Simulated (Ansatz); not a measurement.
Calculated with Ansatz (gas phase, PBE0-D4/def2-TZVP geometries, no zero-point term in ΔE). CCSD(T)/CBS adds triple-zeta CCSD(T) − MP2 to the extrapolated MP2 energy (def2 sets, frozen cores). DFT in def2-TZVPP. Each species was taken in one conformer, which may not be the lowest.

Consider the formal exchange of groups at a B–Si bond: `C[SiH2]B(C)C` + `CNCO` → `CB(C)C` + `C[SiH2]NCO`.

```tsv
level	ΔE (kcal/mol)	difference from CCSD(T)/CBS
r2SCAN-D4	-36.5	0.3
PBE	-33.2	3.6
r2SCAN	-36.5	0.3
HF/def2-TZVPP	-38.0	-1.2
MP2/def2-TZVPP	-38.6	-1.8
CCSD/def2-TZVPP	-36.4	0.4
HF/def2-QZVPP	-38.3	-1.5
MP2/def2-QZVPP	-39.1	-2.3
HF/CBS(def2)	-38.3	-1.5
CCSD/CBS(def2)	-37.1	-0.3
CCSD(T)/CBS	-36.8	0
```

Largest T1 diagnostic among the species: 0.011.

From PBE to PBE0 (25 % exact exchange), in def2-TZVPP and without D4, ΔE moves by −1.3 kcal/mol.
